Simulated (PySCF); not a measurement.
C3H9NSi, SMILES C/N=C/[SiH2]C.

Geometry optimised at r2SCAN-D4/def2-SVP. The structure was generated by enumeration; whether it is a known compound was not checked. The values are those of a single conformer.

Computed with TDA-PBE/def2-SVPD in PySCF.

Vertical excitations.  State labels are in the subgroup Cs.

| state | symmetry | energy (eV) | λ (nm) | f | main pairs |
|---|---|---|---|---|---|
| S1 | A" | 4.30 | 289 | 0.003 | HOMO→LUMO 99 % |
| S2 | A' | 5.68 | 218 | 0.002 | HOMO→LUMO+1 97 % |
| S3 | A' | 5.96 | 208 | 0.064 | HOMO→LUMO+2 98 % |
| S4 | A" | 5.99 | 207 | 0.002 | HOMO−2→LUMO 100 % |
| S5 | A' | 6.29 | 197 | 0.068 | HOMO−1→LUMO 41 %, HOMO−4→LUMO 34 %, HOMO→LUMO+3 16 % |
| S6 | A' | 6.35 | 195 | 0.127 | HOMO→LUMO+3 83 % |
| S7 | A" | 6.46 | 192 | 0.000 | HOMO−3→LUMO 98 % |
| S8 | A' | 6.79 | 183 | 0.055 | HOMO→LUMO+4 91 % |
| S9 | A' | 7.12 | 174 | 0.070 | HOMO→LUMO+5 59 %, HOMO→LUMO+6 22 %, HOMO−4→LUMO 11 % |
| S10 | A" | 7.25 | 171 | 0.007 | HOMO→LUMO+7 78 %, HOMO−1→LUMO+1 21 % |
| T1 | A" | 3.43 | 361 | 0 | HOMO→LUMO 100 % |
| T2 | A' | 4.62 | 269 | 0 | HOMO−1→LUMO 91 % |
| T3 | A' | 5.56 | 223 | 0 | HOMO→LUMO+1 98 % |
| T4 | A' | 5.79 | 214 | 0 | HOMO→LUMO+2 98 % |
Triplets are in the Tamm–Dancoff approximation.
